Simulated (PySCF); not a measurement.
Identify the unknown among the candidates.

All candidates are C4H9NOSi.

- Dipole: 2.60 D [PBE0/def2-SVPD]
- UV, strongest line: among the 8 lowest singlet transitions: S6 at 6.65 eV (186 nm, f = 0.076) [TDDFT PBE0/def2-SVPD]
- UV, first state: lowest singlet excitation: 4.56 eV (272 nm, f = 0.002) [TDDFT PBE0/def2-SVPD]
- Triplet: lowest triplet excitation (Tamm–Dancoff): 4.01 eV [TDA PBE0/def2-SVPD]
- Rotational structure: rotational constants A, B, C: 3.879, 1.629, 1.385 GHz [GFN2-xTB]
- 1H NMR: chemical shifts (computed TMS as zero) by class: 5.76 (1 H), 5.43 (1 H), 4.73 (1 H), 3.73 (1 H), 3.62 (1 H), 1.99 (3 H), -0.26 (1 H) ppm [GIAO PBE0/pcSseg-1]
- 13C NMR: chemical shifts (computed TMS as zero) by class: 208.4 (1 C), 49.6 (1 C), 46.6 (1 C), 31.4 (1 C) ppm [GIAO PBE0/pcSseg-1]

Gas-phase values; electronic properties from PySCF, density fitting. Levels stand in brackets. Isolated species at its GFN2-xTB geometry (one conformer only). NMR classes are plain means over equivalent atoms (diastereotopic ones count apart unless rotation or inversion swaps them), as if these changed places fast.

Problem. Which candidate is it?
A. `C=CCNC(=O)[SiH3]`
B. `CC(=O)[C@@H]1CN[SiH2]1`
C. `C=N[SiH2]C(=C)OC`

Solution. B. It is `CC(=O)[C@@H]1CN[SiH2]1`. Numbering: `[CH3:1][C:2](=[O:3])[C@@H:4]1[CH2:5][NH:6][SiH2:7]1`. Its formula, C4H9NOSi, gives 2 degrees of unsaturation: 1 ring and 1 π bond in the structure found. 4 carbons fall into 4 classes; from least to most shielded: ketone carbonyl carbon [C2] (208.4 ppm), ring sp3 carbon bound to nitrogen [C5] (49.6 ppm), ring sp3 carbon bound to silicon [C4] (46.6 ppm), methyl carbon next to a carbonyl [C1] (31.4 ppm). Hydrogen classes from least to most shielded: 1 H on an SiH2 silicon, Si7 (5.76 ppm), 1 H on an SiH2 silicon, Si7 (5.43 ppm), 1 H on an sp3 carbon bound to nitrogen, C5 (4.73 ppm), 1 H on an sp3 carbon bound to nitrogen, C5 (3.73 ppm), 1 H on an sp3 carbon bound to silicon, C4 (3.62 ppm), 3 H on a methyl carbon next to a carbonyl, C1 (1.99 ppm), 1 H on a silicon-bound nitrogen, N6 (-0.26 ppm). The optimised geometry has point group C1 and is an asymmetric top.

The others, at the same levels:
- `C=CCNC(=O)[SiH3]` fails: its computed 13C shifts are 178.4 (1 C), 146.3 (1 C), 123.6 (1 C), 43.8 (1 C) ppm, 1H shifts are 5.99 (1 H), 5.52 (1 H), 5.43 (1 H), 5.09 (1 H), 4.33 (2 H), 4.01 (3 H) ppm and rotational constant A is 5.710 GHz (against 3.879 GHz).
- `C=N[SiH2]C(=C)OC` fails: its computed 13C shifts are 172.6 (1 C), 170.4 (1 C), 100.4 (1 C), 55.6 (1 C) ppm, 1H shifts are 8.72 (1 H), 8.64 (1 H), 5.20 (2 H), 4.95 (1 H), 4.88 (1 H), 3.66 (3 H) ppm and rotational constant A is 4.361 GHz (against 3.879 GHz).

Each candidate is one conformer, not necessarily the lowest. Dipoles, sizes and rotational constants follow the conformer. The torsions of the flexible species, by atom-mapped SMILES:
- `[CH3:1][C:2](=[O:3])[C@@H:4]1[CH2:5][NH:6][SiH2:7]1`: C1–C2–C4–C5 -166°
- `[CH2:1]=[CH:2][CH2:3][NH:4][C:5](=[O:6])[SiH3:7]`: C1–C2–C3–N4 129°, C2–C3–N4–C5 122°, C3–N4–C5–O6 1°
- `[CH2:1]=[N:2][SiH2:3][C:4](=[CH2:5])[O:6][CH3:7]`: C1–N2–Si3–C4 117°, N2–Si3–C4–C5 58°, Si3–C4–O6–C7 180°
